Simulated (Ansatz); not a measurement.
Frontier orbitals of C₂F₄O, SMILES `O=C(F)C(F)(F)F`.

Z-matrix (Å, degrees):
```
C
F 1 1.330
C 1 1.542 2 109.8
F 1 1.330 2 108.7 3 -120.2
F 1 1.318 2 109.1 3 120.9
F 3 1.326 1 109.5 2 -59.7
O 3 1.172 1 126.4 2 120.3
```

The species carries charge 0 and has multiplicity 1. The structure was optimised at the PBE0-D4/def2-TZVP level. Basis def2-TZVPP, the Gaussian-basis code of Ansatz.

| functional | HOMO (eV) | LUMO (eV) | gap (eV) |
| --- | --- | --- | --- |
| PBE | -8.27 | -2.91 | 5.36 |
| revPBE | -8.17 | -2.78 | 5.39 |
| PBE0 | -10.10 | -1.80 | 8.30 |
| B3LYP | -9.86 | -2.12 | 7.74 |
| BHLYP | -11.91 | -0.58 | 11.33 |
| ωB97M-V | -12.53 | 0.64 | 13.17 |
| HF | -14.69 | 2.73 | 17.42 |

Against PBE, PBE0 changes HOMO and LUMO by −1.82 and +1.11 eV, ωB97M-V by −4.25 and +3.55 eV. A gap of 5.36 eV thus becomes 13.16 eV for the same molecule, so an orbital gap means little without its functional. A positive LUMO is unbound and depends on the basis.

B3LYP here is the variant with VWN-RPA as its local correlation; programs differ in this.
